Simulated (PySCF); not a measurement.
Input file for PySCF: R-M06-2X/def2-TZVPP on GeH2O (SMILES [OH][GeH]), a point of a torsion scan.

```python
from pyscf import gto, dft

mol = gto.M(
    atom='''
    O    -0.87750057    0.17581219    0.21675112
    Ge    0.69981687    0.82094966   -0.17245981
    H    -1.49114784   -0.45215646   -0.15278116
    H     1.59928865   -0.63762805   -0.15934154
    ''',
    basis='def2-tzvpp',
    charge=0, spin=0, verbose=4, max_memory=1800)
mf = dft.RKS(mol, xc='m062x').density_fit(auxbasis='def2-universal-jkfit')
mf.grids.level = 4
mf.conv_tol = 1e-9
mf.max_cycle = 150
mf.kernel()
mf.dip_moment()
```

Output:

```
PySCF version 2.14.0

[INPUT] verbose = 4
[INPUT] num. atoms = 4
[INPUT] num. electrons = 42
[INPUT] charge = 0
[INPUT] spin (= nelec alpha-beta = 2S) = 0
[INPUT] symmetry False subgroup None
[INPUT] Mole.unit = angstrom
[INPUT] Symbol           X                Y                Z      unit          X                Y                Z       unit  Magmom
[INPUT]  1 O     -0.877500570000   0.175812190000   0.216751120000 AA   -1.658235751450   0.332236888460   0.409600253993 Bohr   0.0
[INPUT]  2 Ge     0.699816870000   0.820949660000  -0.172459810000 AA    1.322462221650   1.551370019455  -0.325901808395 Bohr   0.0
[INPUT]  3 H     -1.491147840000  -0.452156460000  -0.152781160000 AA   -2.817861028837  -0.854451874853  -0.288714549393 Bohr   0.0
[INPUT]  4 H      1.599288650000  -0.637628050000  -0.159341540000 AA    3.022217542625  -1.204942383840  -0.301111870866 Bohr   0.0

nuclear repulsion = 100.284319733279
number of shells = 39
number of NR pGTOs = 178
number of NR cGTOs = 107
basis = def2-tzvpp
ecp = {}


******** <class 'pyscf.df.df_jk.DFRKS'> ********
method = DFRKS
initial guess = minao
damping factor = 0
level_shift factor = 0
DIIS = <class 'pyscf.scf.diis.CDIIS'>
diis_start_cycle = 1
diis_space = 8
diis_damp = 0
SCF conv_tol = 1e-09
SCF conv_tol_grad = None
SCF max_cycles = 150
direct_scf = False
XC library pyscf.dft.libxc version 7.1.2
    S. Lehtola, C. Steigemann, M. J. T. Oliveira, and M. A. L. Marques,  SoftwareX 7, 1–5 (2018)
XC functionals = m062x
    Y. Zhao and D. G. Truhlar,  Theor. Chem. Acc. 120, 215 (2008)
    Y. Zhao and D. G. Truhlar,  Theor. Chem. Acc. 120, 215 (2008)
radial grids:
    Treutler-Ahlrichs [JCP 102, 346 (1995); DOI:10.1063/1.469408] (M4) radial grids

becke partition: Becke, JCP 88, 2547 (1988); DOI:10.1063/1.454033
pruning grids: <function nwchem_prune>
grids dens level: 4
symmetrized grids: False
atomic radii adjust function: <function treutler_atomic_radii_adjust>
small_rho_cutoff = 0
Set gradient conv threshold to 3.16228e-05
Initial guess from minao.
tot grids = 89864
******** <class 'pyscf.df.df.DF'> ********
auxbasis = def2-universal-jkfit
init E= -2152.6908303403
  HOMO = -0.228045228966074  LUMO = -0.0894046844784526  gap/eV = 3.77260
cycle= 1 E= -2153.32586903338  delta_E= -0.635  |g|= 0.752  |ddm|= 1.65
  HOMO = -0.227851315960429  LUMO = -0.0577629374620656  gap/eV = 4.62834
cycle= 2 E= -2153.22322511959  delta_E= 0.103  |g|= 1.08  |ddm|= 0.87
  HOMO = -0.276554607453612  LUMO = -0.0572790745272869  gap/eV = 5.96679
cycle= 3 E= -2153.41681697047  delta_E= -0.194  |g|= 0.0883  |ddm|= 0.514
  HOMO = -0.276768696088254  LUMO = -0.0529397172890427  gap/eV = 6.09070
cycle= 4 E= -2153.41792765688  delta_E= -0.00111  |g|= 0.0343  |ddm|= 0.0562
  HOMO = -0.277979904720979  LUMO = -0.0529473340589277  gap/eV = 6.12345
cycle= 5 E= -2153.41803595797  delta_E= -0.000108  |g|= 0.00355  |ddm|= 0.0198
  HOMO = -0.277608106572117  LUMO = -0.0528694120864941  gap/eV = 6.11545
cycle= 6 E= -2153.41804013869  delta_E= -4.18e-06  |g|= 0.000819  |ddm|= 0.00604
  HOMO = -0.277664862588409  LUMO = -0.0529450388724158  gap/eV = 6.11494
cycle= 7 E= -2153.4180404684  delta_E= -3.3e-07  |g|= 0.000265  |ddm|= 0.00189
  HOMO = -0.277658710949012  LUMO = -0.0529326672836703  gap/eV = 6.11511
cycle= 8 E= -2153.41804050859  delta_E= -4.02e-08  |g|= 6.45e-05  |ddm|= 0.00058
  HOMO = -0.277657740414327  LUMO = -0.0529329196003161  gap/eV = 6.11507
cycle= 9 E= -2153.41804051427  delta_E= -5.68e-09  |g|= 2.74e-05  |ddm|= 0.000233
  HOMO = -0.277657574387646  LUMO = -0.052933637638688  gap/eV = 6.11505
cycle= 10 E= -2153.41804051523  delta_E= -9.57e-10  |g|= 7.63e-06  |ddm|= 8.63e-05
  HOMO = -0.277657060590819  LUMO = -0.0529327139530906  gap/eV = 6.11506
Extra cycle  E= -2153.41804051531  delta_E= -8.46e-11  |g|= 4.05e-06  |ddm|= 2.05e-05
converged SCF energy = -2153.41804051531
Dipole moment(X, Y, Z, Debye): -0.49248, -0.36369, -0.98664
```

Self-consistency was reached.

Cost: very roughly 8 core-seconds.
